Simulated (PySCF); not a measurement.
Working out the ionisation energy of P⁺

P⁺ [Ne] 3s2 3p2 (3P) → P²⁺ [Ne] 3s2 3p1 (2P). Calculation: PySCF 2.14, in cc-pVTZ-DK (5s4p2d1f, 34 functions); scalar relativity by spin-free X2C-1e. Frozen: [Ne]. Energies in hartree (1 hartree = 27.21139 eV):

| part | P⁺ (lower) | P²⁺ (upper) |
| --- | --- | --- |
| UHF | -341.167468 | -340.463671 |
| CCSD correlation | -0.082341 | -0.064543 |
| (T) | -0.002273 | -0.001024 |

Q: What does Hartree-Fock give?

A: (-340.463671) − (-341.167468) = 0.703797 hartree = 19.151 eV.

Q: What do CCSD and CCSD(T) give?

A: The CCSD correlation energies differ by 0.017798 hartree = 0.484 eV and the triples by 0.001249 hartree = 0.034 eV, so CCSD gives 19.635 eV and CCSD(T) 19.669 eV.

Reference: 19.769 eV (semi-empirical (NIST evaluation); NIST Atomic Spectra Database, ionization energies), between the lowest levels; spin-orbit coupling is absent from the calculation.

What remains against the reference includes basis incompleteness, the frozen core and higher excitations.
